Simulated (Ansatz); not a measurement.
ClFH2N2W, SMILES [NH]=[W](=[NH])([F])[Cl], multiplicity 1.

Coordinates come from a B3LYP-D3(BJ)/def2-SVP optimisation. The multiplicity is an assumed one; no other spin state was optimised. The structure was generated by enumeration; whether it is a known compound was not checked. The def2 effective core potentials stand for the cores of W; spin–orbit coupling is left out.

Two levels are set side by side: PBE/def2-SVPD (Ansatz, an electronic-structure program) and PBE0/def2-SVPD (Ansatz). Energy differences of separate SCF runs at the same geometry; the states with an electron removed or added have multiplicity 2 and 2. Differences are taken from unrounded values.

```tsv
quantity	PBE0	PBE	PBE minus PBE0
vertical ionisation energy (eV)	10.26	9.99	-0.27
vertical electron affinity (eV)	0.43	0.14	-0.29
vertical singlet–triplet gap (eV)	3.86	3.98	0.12
```
